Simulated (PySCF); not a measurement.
# Magnetisability: `C1=CSC(C(=O)Cl)=C1C`, C$_{6}$H$_{5}$ClOS

Geometry:
```tsv
atom	x (Å)	y (Å)	z (Å)
C1	-1.013	-1.450	0.155
C2	0.072	-0.443	0.027
C3	1.444	-0.751	-0.018
C4	2.236	0.353	-0.138
S5	1.346	1.807	-0.202
C6	-0.142	0.926	-0.063
C7	-1.415	1.577	-0.046
O8	-2.497	1.083	0.044
Cl9	-1.266	3.354	-0.184
H10	-1.607	-1.253	1.046
H11	-1.692	-1.380	-0.694
H12	-0.600	-2.453	0.207
H13	1.826	-1.755	0.037
H14	3.307	0.386	-0.194
```

Computed, not measured: GIAO KT3/pcSseg-1 magnetisability, rotational g tensor and spin-rotation constants, non-relativistic, gas phase in PySCF 2.14.0. Geometry: GFN2-xTB.

(1) What are the magnetisability and the molar susceptibility?

(2) Split it along the inertial axes a, b, c into diamagnetic and paramagnetic parts about the centre of mass, with the quadrupole moment.

(3) And the rotational g tensor?

## Answers

(1) Isotropic -1444 × 10⁻³⁰ J/T², or -87.0 × 10⁻⁶ cm³/mol; principal values -1912, -1264, -1156 × 10⁻³⁰ J/T², anisotropy 708 × 10⁻³⁰ J/T² (root of half the summed squared differences of the principal values). The susceptibility is in cgs units.

(2) 
```
axis  χ (10⁻⁶ cm³/mol)  diamagnetic (10⁻⁶ cm³/mol)  paramagnetic (10⁻⁶ cm³/mol)  summed x² of all electrons (Å²)  quadrupole Θ (D Å)
   a             -72.5                      -758.7                        686.1                            256.2               +2.24
   b             -73.2                     -1152.7                       1079.5                            163.4               +1.69
   c            -115.2                     -1780.1                       1665.0                             15.5               -3.93
```
Anisotropies 2χaa − χbb − χcc = +43.3 and 2χbb − χaa − χcc = +41.3 × 10⁻⁶ cm³/mol. Θ is traceless in Buckingham's convention.

(3) 
```tsv
axis	rotational constant (GHz)	g	nuclear part	electronic part
a	1.8363	-0.0367	0.5553	-0.5919
b	1.0870	-0.0212	0.5301	-0.5512
c	0.6856	+0.0012	0.5375	-0.5363
```
Asymmetric top; isotopes 12C, 35Cl, 1H, 16O, 32S; no vibrational averaging.
